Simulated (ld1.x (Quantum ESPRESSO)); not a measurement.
## Cutoff test, Gd (Z = 64), TM

* Element: gadolinium
* Generator: ld1.x (Quantum ESPRESSO) 7.5
* Type: norm-conserving Troullier–Martins (Kleinman–Bylander form)
* Functional: PBEsol
* Relativity: scalar-relativistic
* Frozen core: [Kr] 4d10 4f7
* Valence charge: 11
* Reference configuration: 5s2 5p6 5d1 6s1.5 6p0 (charge +0.5)
* Partial waves: 5p (bound): rc 1.44 bohr; 5d (bound): rc 1.96 bohr; 5s (bound): rc 1.38 bohr
* Local potential: the s channel
* Core correction: none

Occupied shells without a wave of their own: 6s. They enter only through the test configuration that unscreens the potential.

The pseudo-atom Hamiltonian at the reference potential is diagonalised in spherical Bessel functions j_l(qr) that vanish at 20 bohr, with q² up to the cutoff. All-electron valence levels (Ry): 5p -2.2273, 6p -0.2523, 5d -0.3949, 5s -3.8804, 6s -0.4889.

Question: How do the lowest levels (Ry) of each channel move with the cutoff, and are there ghosts?

Answer:

```json
{"cutoff (Ry)": "8", "p #1": "-2.0736", "p #2": "-0.2365", "d #1": "-0.3353", "s #1": "-3.1593", "s #2": "-0.4027", "s #3": "-0.0788", "f #1": "0.0176", "Σ f·Δε (mRy)": "2559.6"}
{"cutoff (Ry)": "18", "p #1": "-2.1378", "p #2": "-0.2443", "d #1": "-0.3944", "s #1": "-3.7439", "s #2": "-0.4712", "s #3": "-0.0922", "f #1": "0.0175", "Σ f·Δε (mRy)": "843.1"}
{"cutoff (Ry)": "35", "p #1": "-2.2222", "p #2": "-0.2524", "d #1": "-0.3949", "s #1": "-3.8426", "s #2": "-0.4889", "s #3": "-0.0957", "f #1": "0.0175", "Σ f·Δε (mRy)": "112.0"}
{"cutoff (Ry)": "60", "p #1": "-2.2253", "p #2": "-0.2528", "d #1": "-0.3949", "s #1": "-3.8743", "s #2": "-0.4920", "s #3": "-0.0962", "f #1": "0.0175", "Σ f·Δε (mRy)": "25.6"}
{"cutoff (Ry)": "100", "p #1": "-2.2272", "p #2": "-0.2530", "d #1": "-0.3949", "s #1": "-3.8793", "s #2": "-0.4928", "s #3": "-0.0964", "f #1": "0.0175", "Σ f·Δε (mRy)": "2.9"}
{"cutoff (Ry)": "160", "p #1": "-2.2273", "p #2": "-0.2530", "d #1": "-0.3949", "s #1": "-3.8804", "s #2": "-0.4929", "s #3": "-0.0964", "f #1": "0.0175", "Σ f·Δε (mRy)": "0.1"}
{"cutoff (Ry)": "400", "p #1": "-2.2273", "p #2": "-0.2530", "d #1": "-0.3949", "s #1": "-3.8804", "s #2": "-0.4929", "s #3": "-0.0964", "f #1": "0.0175", "Σ f·Δε (mRy)": "0.0"}
```

Result: no extra level below or beside the all-electron valence levels (p, d, s, f tested); 10 mRy is reached at 70 Ry and 1 mRy at 120 Ry.
